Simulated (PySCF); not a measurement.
A species of formula C6H7NS has this rotational fingerprint, computed with PBE0-D3(BJ)/def2-TZVP geometry optimisation, gas phase (PySCF 2.14.0):

```
Rotational constants : A = 4353, B = 1245, C = 974.1 MHz
Dipole components    : |μa| = 1.09 D, |μb| = 0.00 D, |μc| = 0.00 D
Inertial defect      : -3.18 u·Å²
κ                    : -0.84
```

Question: Which structure is it? (One computed conformer of each.)
A. `[CH3:1][S:2][c:3]1[cH:4][cH:5][n:6][cH:7][cH:8]1` with C1–S2–C3–C4 -179°
B. `[CH3:1][S:2][c:3]1[cH:4][cH:5][cH:6][cH:7][n:8]1` with C1–S2–C3–C4 180°

Answer: B. It is CSc1ccccn1, an asymmetric top, point group Cs. The candidates at the same level (rigid rotor, commonest isotopes):

```tsv
SMILES	A (MHz)	B (MHz)	C (MHz)	μa (D)	μb (D)	μc (D)	Δ (u·Å²)	point group	rotor
CSc1ccccn1	4353	1245	974.1	1.09	0.00	0.00	-3.18	Cs	asymmetric top
CSc1ccncc1	4463	1179	938.2	2.77	0.93	0.00	-3.25	Cs	asymmetric top
```

`CSc1ccncc1` has B 5 % too low. In the right answer the mirror of this Cs structure is the ab plane, so μc vanishes by symmetry (the 0.01 D computed is a residue). No structure here is proved a minimum.
